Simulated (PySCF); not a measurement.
# SMILES COc1ccc2cc3ccccc3cc2c1, C15H12O

Geometry:
```csv
atom,x (Å),y (Å),z (Å)
C1,5.173,0.004,0.312
O2,4.020,0.808,0.332
C3,2.793,0.216,0.259
C4,2.593,-1.183,0.156
C5,1.333,-1.694,0.086
C6,0.191,-0.858,0.112
C7,-1.104,-1.363,0.041
C8,-2.215,-0.524,0.069
C9,-3.541,-1.023,-0.003
C10,-4.608,-0.180,0.026
C11,-4.415,1.214,0.128
C12,-3.159,1.733,0.200
C13,-2.018,0.889,0.173
C14,-0.724,1.394,0.245
C15,0.390,0.555,0.217
C16,1.708,1.054,0.288
H17,6.012,0.695,0.382
H18,5.256,-0.565,-0.620
H19,5.204,-0.684,1.163
H20,3.441,-1.851,0.133
H21,1.187,-2.762,0.008
H22,-1.251,-2.432,-0.039
H23,-3.682,-2.092,-0.080
H24,-5.615,-0.568,-0.030
H25,-5.278,1.865,0.148
H26,-3.004,2.800,0.280
H27,-0.576,2.462,0.323
H28,1.871,2.118,0.368
```

The calculation used TDDFT HCTH407/aug-pcseg-0 excited states, vertical, gas phase (PySCF). Geometry: GFN2-xTB.

A functional without exact exchange places charge-transfer and diffuse states too low and overstates their dipole changes.

Problem. Give the one- and two-photon strengths of the lowest singlets.

Solution. δ for parallel linear polarisation; σ at the peak of a Lorentzian of half width 0.1 eV, single beam; Ω is circular over linear.
```csv
state,E (eV),f,photon λ (nm),δ (au),σ (GM),Ω,main
S1,2.83,0.045,875,329,0.97,0.85,HOMO→LUMO 0.95
S2,3.61,0.014,688,242,1.15,1.08,"HOMO−1→LUMO 0.66, HOMO→LUMO+1 0.25"
S3,3.90,0.022,635,1040,5.80,0.94,"HOMO−2→LUMO 0.44, HOMO→LUMO+2 0.29"
S4,4.30,0.000,576,31.7,0.22,1.50,HOMO→LUMO+3 1.00
S5,4.43,0.127,559,392,2.82,1.22,"HOMO→LUMO+2 0.53, HOMO−2→LUMO 0.15"
```

Among these, the strongest one-photon state is S5, the strongest two-photon state S3, with a dipole change of 0.6 D (relaxed, norm of the difference vector).
